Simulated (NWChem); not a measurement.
The numbers come from NWChem runs, not from measurements. System: C₂H₅O, charge 0, spin multiplicity 2, at a geometry optimised with UPBE0/def2-SVP. The structure started from a generated list of species. Its SCF solution wasn't tested for a lower state. Level: UHF/def2-TZVP.

The NWChem input:

```
start mol
memory heap 200 mb stack 900 mb global 1100 mb
geometry units angstroms nocenter noautoz noautosym
  C      1.205817    -0.175716    -0.019330
  O      0.005620     0.065768     0.535981
  C     -1.084188     0.063223    -0.343210
  H      1.350495     0.069641    -1.078943
  H      2.037583    -0.121017     0.684731
  H     -0.957631     0.814793    -1.144952
  H     -1.223274    -0.927839    -0.810912
  H     -1.981909     0.313237     0.237471
end
basis spherical
  * library def2-tzvp
end
scf
  uhf
  nopen 1
  maxiter 100
  thresh 1e-7
  semidirect memsize 60000000 filesize 0
  # guess.movecs holds the orbitals of an unrestricted PBE0 run
  vectors input guess.movecs output mol.movecs
end
task scf energy
```

NWChem printed:

```
             Northwest Computational Chemistry Package (NWChem) 7.3.0
             --------------------------------------------------------

                                NWChem Input Module
                                -------------------

 Scaling coordinates for geometry "geometry" by  1.889725989
 (inverse scale =  0.529177249)

                             Geometry "geometry" -> ""
                             -------------------------

 Output coordinates in angstroms (scale by  1.889725989 to convert to a.u.)

  No.       Tag          Charge          X              Y              Z
 ---- ---------------- ---------- -------------- -------------- --------------
    1 C                    6.0000     1.20581700    -0.17571600    -0.01933000
    2 O                    8.0000     0.00562000     0.06576800     0.53598100
    3 C                    6.0000    -1.08418800     0.06322300    -0.34321000
    4 H                    1.0000     1.35049500     0.06964100    -1.07894300
    5 H                    1.0000     2.03758300    -0.12101700     0.68473100
    6 H                    1.0000    -0.95763100     0.81479300    -1.14495200
    7 H                    1.0000    -1.22327400    -0.92783900    -0.81091200
    8 H                    1.0000    -1.98190900     0.31323700     0.23747100

 Effective nuclear repulsion energy (a.u.)      77.6514071436

            Nuclear Dipole moment (a.u.)
            ----------------------------
        X                 Y               Z
 ---------------- ---------------- ----------------
    -0.0000037795     0.0000018897     0.0000056692


 Summary of "ao basis" -> "" (spherical)
 ------------------------------------------------------------------------------
       Tag                 Description            Shells   Functions and Types
 ---------------- ------------------------------  ------  ---------------------
 *                         def2-tzvp                  on all atoms

 Summary of "ao basis" -> "ao basis" (spherical)
 ------------------------------------------------------------------------------
       Tag                 Description            Shells   Functions and Types
[...]
         -20.590850525561          -0.303153945835         164.614213036219

  Mulliken analysis of the total density
  --------------------------------------

    Atom       Charge   Shell Charges
 -----------   ------   -------------------------------------------------------
    1 C    6     6.10   0.85  1.12  0.49  0.64  0.13  1.18  1.22  0.34  0.03  0.07  0.01
    2 O    8     8.35   0.79  1.18  0.55  0.97  0.28  1.86  2.07  0.60  0.00  0.04  0.00
    3 C    6     6.10   0.85  1.12  0.48  0.65  0.09  1.20  1.28  0.29  0.03  0.09  0.01
    4 H    1     0.89   0.26  0.49  0.12  0.02
    5 H    1     0.87   0.26  0.49  0.09  0.02
    6 H    1     0.90   0.27  0.50  0.12  0.02
    7 H    1     0.90   0.27  0.49  0.12  0.02
    8 H    1     0.88   0.27  0.50  0.10  0.02

  Mulliken analysis of the alpha density
  --------------------------------------

    Atom       Charge   Shell Charges
 -----------   ------   -------------------------------------------------------
    1 C    6     3.60   0.43  0.56  0.27  0.35  0.09  0.76  0.82  0.27  0.01  0.04  0.00
    2 O    8     4.20   0.40  0.59  0.28  0.49  0.13  0.96  1.05  0.27  0.00  0.02  0.00
    3 C    6     3.04   0.43  0.56  0.24  0.33  0.04  0.60  0.64  0.14  0.02  0.04  0.00
    4 H    1     0.41   0.13  0.22  0.05  0.01
    5 H    1     0.40   0.13  0.22  0.04  0.01
    6 H    1     0.45   0.13  0.25  0.06  0.01
    7 H    1     0.45   0.13  0.25  0.06  0.01
    8 H    1     0.44   0.13  0.25  0.05  0.01

   Mulliken analysis of the beta density
   -------------------------------------

    Atom       Charge   Shell Charges
 -----------   ------   -------------------------------------------------------
    1 C    6     2.50   0.43  0.56  0.23  0.29  0.04  0.41  0.40  0.08  0.01  0.04  0.01
    2 O    8     4.16   0.40  0.59  0.27  0.48  0.15  0.90  1.02  0.33  0.00  0.02  0.00
    3 C    6     3.06   0.43  0.56  0.24  0.33  0.05  0.60  0.64  0.15  0.02  0.04  0.00
    4 H    1     0.48   0.14  0.27  0.07  0.01
    5 H    1     0.47   0.14  0.27  0.06  0.01
    6 H    1     0.45   0.13  0.25  0.06  0.01
    7 H    1     0.44   0.13  0.25  0.05  0.01
    8 H    1     0.44   0.13  0.25  0.05  0.01

   Mulliken analysis of the spin density
   -------------------------------------

    Atom       Charge   Shell Charges
 -----------   ------   -------------------------------------------------------
    1 C    6     1.10   0.00 -0.00  0.04  0.06  0.05  0.35  0.42  0.19 -0.00  0.00 -0.00
    2 O    8     0.04   0.00 -0.00  0.01  0.00 -0.01  0.07  0.03 -0.06  0.00  0.00  0.00
    3 C    6    -0.02  -0.00  0.00 -0.00 -0.00 -0.00 -0.00 -0.01 -0.01  0.00  0.00  0.00
    4 H    1    -0.07  -0.01 -0.04 -0.02  0.00
    5 H    1    -0.07  -0.01 -0.04 -0.02  0.00
    6 H    1     0.01   0.00  0.00  0.00 -0.00
    7 H    1     0.01   0.00  0.00  0.01 -0.00
    8 H    1    -0.00  -0.00 -0.00 -0.00 -0.00

       Multipole analysis of the density wrt the origin
       ------------------------------------------------

     L   x y z        total         alpha         beta         nuclear
     -   - - -        -----         -----         ----         -------
     0   0 0 0      0.000000    -13.000000    -12.000000     25.000000

     1   1 0 0     -0.164759     -1.131598      0.966842     -0.000004
     1   0 1 0      0.095550      0.378450     -0.282902      0.000002
     1   0 0 1     -0.484354     -0.215203     -0.269157      0.000006

     2   2 0 0    -12.487282    -59.164892    -53.647882    100.325492
     2   1 1 0      0.173995      4.537493      3.129359     -7.492858
     2   1 0 1      0.410995     -6.154783     -6.549756     13.115535
     2   0 2 0    -15.302272    -12.330436     -9.707678      6.735842
     2   0 1 1     -0.230615     -0.067402      0.165079     -0.328292
     2   0 0 2    -14.647721    -19.528451    -18.920649     23.801379

 Task  times  cpu:       14.2s     wall:       14.2s

 Total times  cpu:       14.2s     wall:       14.2s
```
